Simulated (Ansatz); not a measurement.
NiBr2(PH3)2 (NiP₂H₆Br₂). Charge 0, multiplicity 1. Geometry r2SCAN-D4/def2-SVP, basis def2-TZVP, Ansatz.

```xyz
11

Br    2.048    1.113   -0.037
Br   -1.985   -1.114    0.018
Ni    0.068   -0.057   -0.056
P     0.583   -1.107    1.768
P    -0.547    1.062   -1.808
H     0.369   -2.508    1.828
H    -0.165   -0.732    2.915
H     1.894   -1.025    2.306
H     0.417    1.482   -2.760
H    -1.121    2.328   -1.513
H    -1.563    0.558   -2.661
```

| run | HOMO (eV) | LUMO (eV) |
| --- | --- | --- |
| A | -8.27 | -1.48 |
| B | -6.15 | -3.12 |
| C | -5.42 | -3.55 |
| D | -6.93 | -2.51 |
| E | -6.53 | -2.89 |
| F | -5.12 | -3.63 |

HSE06 is defined as in plane-wave codes, on full-range PBE exchange. No other spin state of charge 0 was run.

Question: The runs used CAM-B3LYP, HSE06, PBE, PBE0, r2SCAN, r2SCANh. Estimate which is which.

Answer: A CAM-B3LYP (range-separated); B r2SCANh (10 % exact exchange); C r2SCAN (0 % exact exchange); D PBE0 (25 % exact exchange); E HSE06 (range-separated); F PBE (0 % exact exchange). Exact exchange lowers occupied and raises empty levels; among semilocal functionals meta-GGAs tend to open the gap a little, and such runs are hard to tell apart. The gap grows from 1.49 eV (PBE) to 6.79 eV (CAM-B3LYP). The restricted singlet is unstable towards broken spin symmetry in Hartree–Fock (as tested in another run); at CAM-B3LYP-D4/def2-TZVP, r2SCANh-D4/def2-TZVP, r2SCAN-D4/def2-TZVP, PBE0-D4/def2-TZVP and others this wasn't settled.
